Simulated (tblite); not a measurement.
Isomers of C2H10FN2Si2 (doublet state). Calculated harmonic vibrations of the isolated species, GFN2-xTB (tblite), most abundant isotopes, no scaling. Against measured fundamentals such values can be off by several per cent, at times by over 20. Modes of hydrogen on silicon can be 10 to 20 % off. One conformer each. Open shells enter through the occupations alone, without spin polarisation, and single modes of such species can be off by tens of per cent.

Electronic energies: GFN2-xTB at the same geometries; isomer energies are rough at this level and their order can be wrong.

```tsv
SMILES	electronic energy, lowest = 0 (kcal/mol)
C[N][SiH2][Si@](C)(N)F	2.6
CN[SiH2][Si@@](C)([NH])F	4.8
CN[SiH][Si@](C)(N)F	0.0
[CH2][Si@](N)(F)[SiH2]NC	20.0
```

How do GFN2-xTB zero-point energies change the relative energies?

```csv
SMILES,ZPE (kcal/mol),of it from modes above 1550 cm⁻¹,electronic (kcal/mol),"with ZPE, lowest = 0 (kcal/mol)",lowest mode (cm⁻¹),rings
CN[SiH][Si@](C)(N)F,79.3,43.7,0.0,0.3,34,0
C[N][SiH2][Si@](C)(N)F,76.4,41.6,2.6,0.0,23,0
CN[SiH2][Si@@](C)([NH])F,77.0,42.2,4.8,2.8,14i,0
[CH2][Si@](N)(F)[SiH2]NC,75.8,42.8,20.0,16.8,12i,0
```

The zero-point energies span 3.5 kcal/mol, from `[CH2][Si@](N)(F)[SiH2]NC` to `CN[SiH][Si@](C)(N)F`. Slightly imaginary modes are left out of the zero-point energy: `CN[SiH2][Si@@](C)([NH])F` 13.7i cm⁻¹ and `[CH2][Si@](N)(F)[SiH2]NC` 12.0i cm⁻¹. With it `C[N][SiH2][Si@](C)(N)F` becomes the lowest.
